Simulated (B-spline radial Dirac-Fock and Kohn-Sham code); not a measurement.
What relativity does to the binding energies of Ag⁶⁺

System: Ag⁶⁺ in the configuration [Kr] 4d5.

Both columns are ΔSCF binding energies of the configuration average from a radial atomic solver: non-relativistic Hartree-Fock with a point nucleus, and Dirac-Fock with a finite nucleus and the Coulomb interaction alone, averaged over the two j levels with weights 2j+1.

```
shell  Hartree-Fock (eV)  Dirac-Fock (eV)  shift (eV)  shift (%)
   1s            24913.1          25707.6     +794.47      +3.19
   2s             3745.3           3937.2     +191.88      +5.12
   2p             3478.5           3532.5      +53.95      +1.55
   3s              797.2            836.3      +39.13      +4.91
   3p              688.9            700.3      +11.45      +1.66
   3d              489.7            483.8       -5.88      -1.20
   4s              201.4            209.1       +7.63      +3.79
   4p              163.2            165.1       +1.92      +1.18
   4d              104.6            103.6       -0.98      -0.94
```

Relativity binds 1s, 2s, 2p, 3s, 3p, 4s, 4p more strongly, among those listed most of all 2s in relative terms, and 3d, 4d more weakly, because the contracted s and p shells screen the nucleus better.

Values without a named source are computed, but for edge energies of neutral atoms, which are taken from tables.
